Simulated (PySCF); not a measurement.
PySCF input file for Si(Cl)(Me)2(SH) (C2H7ClSSi), SMILES C[Si](C)(S)Cl, PBE-D3(BJ)/def2-SVP. Coordinates come from a PBE-D3(BJ)/def2-SVP optimisation. One conformer was computed; it need not be the lowest.

```python
import numpy as np
from pyscf import gto, scf, dft, df
from pyscf.hessian import thermo

mol = gto.M(
    atom='''
    C    -1.39313506    0.17688566   -1.55725954
    Si   -0.35461836    0.03826133    0.00000000
    C    -1.39313506    0.17688566    1.55725954
    S     0.85195456   -1.76260142    0.00000000
    Cl    1.05576377    1.58233094   -0.00000000
    H    -2.12865561   -0.65253509   -1.60824629
    H    -0.75025040    0.12830034   -2.45766363
    H    -1.94952450    1.13651488   -1.56833978
    H    -0.75025041    0.12830034    2.45766362
    H    -1.94952450    1.13651488    1.56833978
    H    -2.12865561   -0.65253509    1.60824628
    H    -0.24011836   -2.58084990    0.00000000
    ''',
    basis='def2-SVP',
    charge=0,
    spin=0,
    max_memory=1600,
    verbose=3,
)
mf = dft.RKS(mol, xc='pbe').density_fit(auxbasis='def2-universal-jkfit')
mf.disp = 'd3bj'
mf.grids.level = 3
mf.conv_tol = 1e-11
mf.max_cycle = 100
mf.kernel()

# analytic Hessian; the response equations are solved on a coarser grid
h, args, fine = mf.Hessian(), (mf.mo_energy, mf.mo_coeff, mf.mo_occ), mf.grids
h.max_memory = max(150, 2.5e-5 * df.make_auxmol(mol, mf.with_df.auxbasis).nao * mol.nelec[0] * (mol.nelec[0] + mol.nao))  # MB; small integral blocks
h1ao = h.make_h1(mf.mo_coeff, mf.mo_occ)
mf.grids = dft.Grids(mol).set(level=1).build(with_non0tab=True)
mo1, mo_e1 = h.solve_mo1(*args, h1ao)
mf.grids = fine
hess = h.hess_elec(*args, mo1, mo_e1, h1ao) + h.hess_nuc()
if mf.do_disp():
    hess += h.get_dispersion()
for i in range(mol.natm):  # the analytic DFT Hessian lacks the response of the grid: restore translational invariance
    hess[i, i] -= hess[i].sum(axis=0)
hess = (hess + hess.transpose(1, 0, 3, 2)) / 2
vib = thermo.harmonic_analysis(mol, hess, imaginary_freq=False)
thermo.dump_normal_mode(mol, vib)
th = thermo.thermo(mf, vib['freq_au'][vib['freq_au'] > 0], 298.15, 101325)
thermo.dump_thermo(mol, th)
g0 = mf.nuc_grad_method().set(verbose=0).kernel()

# dipole derivatives [dipole axis, atom, xyz] from the same response
r, irp = mol.intor('int1e_r'), mol.intor('int1e_irp').reshape(3, 3, mol.nao, mol.nao)
sl, dm0, ok = mol.aoslice_by_atom(), np.array(mf.make_rdm1()), []
dmu = np.einsum('a,xt->xat', mol.atom_charges(), np.eye(3))
for a, (_, _, p0, p1) in enumerate(sl):
    dmu[:, a] += 2 * np.einsum('xtij,ij->xt', irp[:, :, :, p0:p1], dm0.reshape(-1, mol.nao, mol.nao).sum(0)[:, p0:p1])
    for u, c, occ, f in [(mo1, mf.mo_coeff, mf.mo_occ, 4)]:
        dmu[:, a] -= f * np.einsum('tui,xuv,vi->xt', u[a], r, c[:, occ > 0], optimize=True)
L = vib['norm_mode']
ir = 974.8801 * (np.einsum('xat,kat->kx', dmu, L) ** 2).sum(1)       # km/mol
apt = np.einsum('xax->a', dmu) / 3
print('mode   freq/cm-1   IR/(km/mol)')
for k, w in enumerate(vib['freq_wavenumber']):
    print(f'{k + 1:4d} {w:11.2f} {ir[k]:13.3f}')
print('max |gradient| / (hartree/bohr):', abs(g0).max())
print('APT charges:', apt.round(4))
```

It prints:

```
[...]
       3   S                -0.04  0.05 -0.00   -0.02 -0.00 -0.00   -0.00 -0.00 -0.00
       4  Cl                 0.06  0.07  0.00    0.01  0.02  0.00    0.00  0.00 -0.00
       5   H                -0.09  0.05 -0.13    0.10 -0.04  0.12    0.08 -0.00  0.34
       6   H                 0.01  0.05 -0.00    0.13 -0.04  0.17   -0.22  0.02 -0.19
       7   H                 0.08  0.03  0.09    0.04 -0.01  0.03    0.04 -0.04  0.30
       8   H                 0.01  0.05  0.00    0.13 -0.04 -0.17    0.22 -0.02 -0.19
       9   H                 0.08  0.03 -0.09    0.04 -0.01 -0.03   -0.04  0.04  0.30
      10   H                -0.09  0.05  0.13    0.10 -0.04 -0.12   -0.08  0.00  0.34
      11   H                -0.01  0.02 -0.00    0.32 -0.44 -0.00    0.00 -0.00  0.00
Mode                                12                  13                  14
Irrep
Freq [cm^-1]                      710.8458            720.2727            772.8527
Reduced mass [au]                   1.4665              1.2431              2.6181
Force const [Dyne/A]                0.4366              0.3800              0.9214
Char temp [K]                    1022.7488           1036.3121           1111.9630
Normal mode                   x     y     z       x     y     z       x     y     z
       0   C                -0.01  0.03 -0.07   -0.00 -0.09 -0.00   -0.01  0.00 -0.11
       1  Si                 0.07 -0.02 -0.00   -0.00 -0.00 -0.00    0.00 -0.00  0.12
       2   C                -0.01  0.03  0.07    0.00  0.09 -0.00    0.01 -0.00 -0.11
       3   S                -0.04  0.02 -0.00    0.00 -0.00 -0.01   -0.00  0.00 -0.01
       4  Cl                -0.01 -0.00  0.00    0.00  0.00  0.01    0.00  0.00 -0.00
       5   H                 0.03 -0.03  0.10   -0.23  0.14 -0.30   -0.06  0.04  0.05
       6   H                -0.15 -0.03 -0.17    0.00  0.17 -0.01   -0.27  0.04 -0.29
       7   H                -0.10 -0.03 -0.07    0.26  0.08  0.35   -0.08 -0.03  0.05
       8   H                -0.15 -0.03  0.17   -0.00 -0.17 -0.01    0.27 -0.04 -0.29
       9   H                -0.10 -0.03  0.07   -0.26 -0.08  0.35    0.08  0.03  0.05
      10   H                 0.03 -0.03 -0.10    0.23 -0.14 -0.30    0.06 -0.04  0.05
      11   H                 0.42 -0.58  0.00   -0.00  0.00  0.05    0.00 -0.00  0.01
Mode                                15                  16                  17
Irrep
Freq [cm^-1]                      812.4484            836.0852           1213.0485
Reduced mass [au]                   1.4903              1.5306              1.2812
Force const [Dyne/A]                0.5796              0.6304              1.1108
Char temp [K]                    1168.9324           1202.9405           1745.3067
Normal mode                   x     y     z       x     y     z       x     y     z
       0   C                 0.00 -0.09 -0.01    0.09 -0.00 -0.04   -0.05  0.01 -0.08
       1  Si                 0.01  0.07 -0.00   -0.07 -0.00 -0.00    0.00 -0.00  0.01
       2   C                 0.00 -0.09  0.01    0.09 -0.00  0.04    0.05 -0.01 -0.08
       3   S                -0.01 -0.00  0.00    0.01 -0.00  0.00   -0.00  0.00 -0.00
       4  Cl                -0.00 -0.01  0.00    0.00  0.00  0.00   -0.00  0.00 -0.00
       5   H                -0.21  0.12 -0.23    0.03  0.02  0.29    0.10 -0.14  0.31
       6   H                -0.02  0.16 -0.04   -0.27  0.03 -0.28    0.30 -0.04  0.18
       7   H                 0.23  0.06  0.30    0.00 -0.05  0.26    0.13  0.10  0.32
       8   H                -0.02  0.16  0.04   -0.27  0.03  0.28   -0.30  0.04  0.18
       9   H                 0.23  0.06 -0.30    0.00 -0.05 -0.26   -0.13 -0.10  0.32
      10   H                -0.21  0.12  0.23    0.03  0.02 -0.29   -0.10  0.14  0.31
      11   H                 0.16 -0.22  0.00   -0.08  0.11  0.00    0.00  0.00 -0.00
Mode                                18                  19                  20
Irrep
Freq [cm^-1]                     1218.1858           1369.2129           1370.6433
Reduced mass [au]                   1.2485              1.0495              1.0520
Force const [Dyne/A]                1.0916              1.1592              1.1644
Char temp [K]                    1752.6981           1969.9926           1972.0505
Normal mode                   x     y     z       x     y     z       x     y     z
       0   C                 0.05 -0.01  0.08    0.03 -0.02 -0.02    0.02  0.04 -0.01
       1  Si                -0.01  0.00  0.00   -0.00  0.00 -0.00    0.00  0.00 -0.00
       2   C                 0.05 -0.01 -0.08   -0.03  0.02 -0.02   -0.02 -0.04 -0.01
       3   S                 0.00 -0.00 -0.00   -0.00  0.00  0.00   -0.00 -0.00  0.00
       4  Cl                 0.00  0.00  0.00    0.00  0.00  0.00    0.00  0.00  0.00
       5   H                -0.11  0.15 -0.31   -0.34  0.29  0.23   -0.05  0.10 -0.23
       6   H                -0.31  0.03 -0.19    0.22  0.20  0.11    0.05 -0.46  0.04
       7   H                -0.14 -0.11 -0.31   -0.28 -0.19 -0.05   -0.28 -0.14  0.32
       8   H                -0.31  0.03  0.19   -0.22 -0.20  0.11   -0.05  0.46  0.04
       9   H                -0.14 -0.11  0.31    0.28  0.19 -0.05    0.28  0.14  0.32
      10   H                -0.11  0.15  0.31    0.34 -0.29  0.23    0.05 -0.10 -0.23
      11   H                -0.00  0.00 -0.00   -0.00  0.00  0.01    0.00 -0.00  0.00
Mode                                21                  22                  23
Irrep
Freq [cm^-1]                     1377.2671           1384.6152           2601.5908
Reduced mass [au]                   1.0454              1.0461              1.0380
Force const [Dyne/A]                1.1683              1.1816              4.1393
Char temp [K]                    1981.5807           1992.1530           3743.1099
Normal mode                   x     y     z       x     y     z       x     y     z
       0   C                -0.03  0.01  0.02    0.01  0.04 -0.00    0.00  0.00  0.00
       1  Si                -0.01  0.00  0.00    0.00  0.01  0.00   -0.00 -0.00 -0.00
       2   C                -0.03  0.01 -0.02    0.01  0.04  0.00    0.00  0.00 -0.00
       3   S                 0.00  0.00 -0.00   -0.00 -0.00 -0.00   -0.02 -0.02  0.00
       4  Cl                 0.00 -0.00 -0.00    0.00 -0.00  0.00    0.00  0.00  0.00
       5   H                 0.33 -0.30 -0.13    0.08 -0.02 -0.31   -0.00 -0.00  0.00
       6   H                -0.23 -0.01 -0.13   -0.03 -0.50 -0.00   -0.00 -0.00 -0.00
       7   H                 0.37  0.23 -0.07   -0.14 -0.05  0.32   -0.00  0.00 -0.00
       8   H                -0.23 -0.01  0.13   -0.03 -0.50  0.00   -0.00 -0.00  0.00
       9   H                 0.37  0.23  0.07   -0.14 -0.05 -0.32   -0.00  0.00  0.00
      10   H                 0.33 -0.30  0.13    0.08 -0.02  0.31   -0.00 -0.00 -0.00
      11   H                -0.00  0.01 -0.00    0.00 -0.01 -0.00    0.78  0.60  0.00
Mode                                24                  25                  26
Irrep
Freq [cm^-1]                     2973.8121           2975.3101           3071.4683
Reduced mass [au]                   1.0354              1.0353              1.1022
Force const [Dyne/A]                5.3949              5.3999              6.1262
Char temp [K]                    4278.6536           4280.8088           4419.1591
Normal mode                   x     y     z       x     y     z       x     y     z
       0   C                -0.02  0.00 -0.02    0.02 -0.00  0.02    0.01  0.06 -0.00
       1  Si                 0.00 -0.00  0.00   -0.00  0.00  0.00   -0.00 -0.00 -0.00
       2   C                 0.02 -0.00 -0.02    0.02 -0.00 -0.02   -0.01 -0.06 -0.00
       3   S                -0.00 -0.00 -0.00    0.00 -0.00  0.00   -0.00  0.00 -0.00
       4  Cl                -0.00 -0.00 -0.00    0.00  0.00 -0.00    0.00  0.00 -0.00
       5   H                 0.29  0.33  0.01   -0.28 -0.33 -0.01   -0.33 -0.36 -0.02
       6   H                -0.21  0.02  0.27    0.21 -0.02 -0.28   -0.04  0.01  0.05
       7   H                 0.20 -0.36 -0.00   -0.20  0.36  0.00    0.23 -0.39  0.00
       8   H                 0.21 -0.02  0.27    0.21 -0.02  0.28    0.04 -0.01  0.05
       9   H                -0.20  0.36 -0.00   -0.20  0.36 -0.00   -0.24  0.39  0.00
      10   H                -0.28 -0.33  0.01   -0.28 -0.33  0.01    0.33  0.36 -0.02
      11   H                 0.00  0.00  0.00   -0.00 -0.00  0.00    0.00  0.00  0.00
Mode                                27                  28                  29
Irrep
Freq [cm^-1]                     3073.3419           3092.2519           3092.2858
Reduced mass [au]                   1.1018              1.1028              1.1025
Force const [Dyne/A]                6.1315              6.2129              6.2113
Char temp [K]                    4421.8548           4449.0621           4449.1108
Normal mode                   x     y     z       x     y     z       x     y     z
       0   C                -0.01 -0.06  0.00    0.05 -0.01 -0.04    0.05 -0.01 -0.04
       1  Si                -0.00 -0.00  0.00    0.00 -0.00 -0.00   -0.00  0.00 -0.00
       2   C                -0.01 -0.06 -0.00    0.05 -0.01  0.04   -0.05  0.01 -0.04
       3   S                -0.00  0.00  0.00   -0.00  0.00  0.00    0.00 -0.00  0.00
       4  Cl                 0.00  0.00 -0.00   -0.00 -0.00  0.00    0.00  0.00  0.00
       5   H                 0.33  0.36  0.02   -0.12 -0.15 -0.02   -0.11 -0.14 -0.01
       6   H                 0.04 -0.01 -0.06   -0.35  0.03  0.49   -0.32  0.02  0.45
       7   H                -0.23  0.39 -0.00   -0.14  0.26 -0.01   -0.13  0.23 -0.01
       8   H                 0.04 -0.01  0.06   -0.32  0.02 -0.45    0.35 -0.03  0.49
       9   H                -0.23  0.39  0.00   -0.13  0.24  0.01    0.14 -0.25 -0.01
      10   H                 0.33  0.36 -0.02   -0.11 -0.13  0.01    0.12  0.15 -0.02
      11   H                 0.00  0.00 -0.00   -0.00 -0.00  0.00    0.00  0.00  0.00
temperature 298.1500 [K]
pressure 101325.00 [Pa]
Rotational constants [GHz] 2.40236 1.80480 1.53528
Symmetry number 1
Zero-point energy (ZPE) 0.08275 [Eh]   217269.599 [J/mol]
                           tot       elec      trans        rot        vib
Entropy [J/mol/K]       384.789      0.000    169.129    118.282     97.379
Cv [J/mol/K]            124.293      0.000     12.472     12.472     99.350
Cp [J/mol/K]            132.608      0.000     20.786     12.472     99.350
Internal energy [J/mol]                      3718.434   3718.434 233337.398
Internal energy [Eh]   -1227.28890  -1227.38060
Enthalpy [J/mol]                             6197.391   3718.434 233337.398
Enthalpy [Eh]          -1227.28795
Gibbs free energy [J/mol]                  -44228.381 -31547.251 204303.904
Gibbs free energy [Eh] -1227.33165
mode   freq/cm-1   IR/(km/mol)
   1      102.18        12.743
   2      143.31         1.322
   3      154.90         0.104
   4      167.38         0.042
   5      171.53         5.080
   6      201.48         1.952
   7      209.40         2.153
   8      218.66         8.553
   9      442.01        18.511
  10      526.73        75.681
  11      649.52        26.568
  12      672.00         1.431
  13      710.85        27.323
  14      720.27         0.055
  15      772.85        83.808
  16      812.45       117.369
  17      836.09        91.064
  18     1213.05        32.948
  19     1218.19        13.893
  20     1369.21         2.327
  21     1370.64         0.502
  22     1377.27         3.613
  23     1384.62         7.216
  24     2601.59         2.211
  25     2973.81         0.298
  26     2975.31         2.556
  27     3071.47         0.022
  28     3073.34         5.348
  29     3092.25         1.414
  30     3092.29         0.098
max |gradient| / (hartree/bohr): 3.551132238021335e-05
APT charges: [-0.417   1.5937 -0.417  -0.4257 -0.5327  0.0232  0.0376  0.02    0.0376
  0.02    0.0232  0.037 ]
```

The run converged.
